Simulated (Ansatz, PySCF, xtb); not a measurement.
Energy difference R1 → P1, each structure at its B3LYP-D3(BJ)/def2-TZVP stationary point, reached from a drawn start; harmonic modes at that level show minima.
R1, C2H6O (SMILES CCO) (charge 0, multiplicity 1, Z-matrix in Å and degrees):
```
C
H 1 1.0909
H 1 1.0974 2 107.33
O 1 1.4249 2 105.23 3 117.79
H 4 0.9634 1 108.47 2 -179.87
C 1 1.5193 2 110.40 3 -120.22
H 6 1.0910 1 110.59 2 -60.60
H 6 1.0926 7 108.56 1 -121.64
H 6 1.0937 7 108.24 8 -116.57
```
P1, C2H6O (SMILES COC) (charge 0, multiplicity 1):
```xyz
9

C      1.168     0.056    -0.083
O     -0.036     0.256    -0.788
C     -1.172    -0.028    -0.004
H      1.272    -0.986     0.247
H      1.230     0.707     0.799
H      1.987     0.297    -0.760
H     -1.179    -1.074     0.330
H     -2.050     0.153    -0.623
H     -1.221     0.619     0.882
```

P less R. No zero-point or thermal terms.

Cores are frozen in the correlated methods.

Codes used: Ansatz (Gaussian basis) for Hartree–Fock, density functionals and correlated methods; PySCF for the D3/D4 terms; xtb for the GFN methods. Each number belongs to the level named beside it.

```csv
level,reaction energy (kcal/mol)
GFN1-xTB,3.13
HF/cc-pVDZ,10.11
SVWN5/def2-TZVPP,11.88
PBE/def2-TZVPP,11.37
PBE-D4/def2-TZVPP,11.37
r2SCAN-D3(BJ)/def2-TZVPP,11.53
B97M-V/def2-TZVPP,___
B2PLYP/def2-TZVPP,___
CCSD/cc-pVQZ,___
```

**Question.** Some entries are withheld; supply them.

**Answer.** 
- B97M-V/def2-TZVPP, reaction energy (kcal/mol): 11.16
- B2PLYP/def2-TZVPP, reaction energy (kcal/mol): 11.18
- CCSD/cc-pVQZ, reaction energy (kcal/mol): 11.99

Ansatz is a program for electronic structure.
